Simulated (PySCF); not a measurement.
C2H6BNO, SMILES NB1CCO1. Geometry optimised at PBE0-D3(BJ)/def2-SVP. The structure was generated by enumeration, and PubChem lists no compound with its InChIKey, so it may never have been made. The values are those of a single conformer.

Level of theory: PBE0-D3(BJ)/def2-SVP (PySCF).

Harmonic wavenumbers (cm⁻¹): 154, 324, 384, 389, 548, 628, 776, 805, 886, 936, 995, 1033, 1119, 1177, 1201, 1209, 1368, 1413, 1460, 1510, 1618, 3057, 3108, 3119, 3174, 3650, 3765. Rotational constants (GHz): 11.40, 4.498, 3.365; symmetry number 1.

**Question.** Work out the zero-point energy and the ideal-gas rigid-rotor harmonic-oscillator thermochemistry at 298.15 K and 1 atm.

**Answer.** ZPE = ½ Σ hcν = ½ × 39808 cm⁻¹ = 238.11 kJ/mol. H − E(el) = 254.45 kJ/mol. Entropy in J/(mol K): translation 161.89, rotation 104.75, vibration 33.56, total 300.20. G − E(el) = 164.95 kJ/mol. Cp = 87.59 J/(mol K).
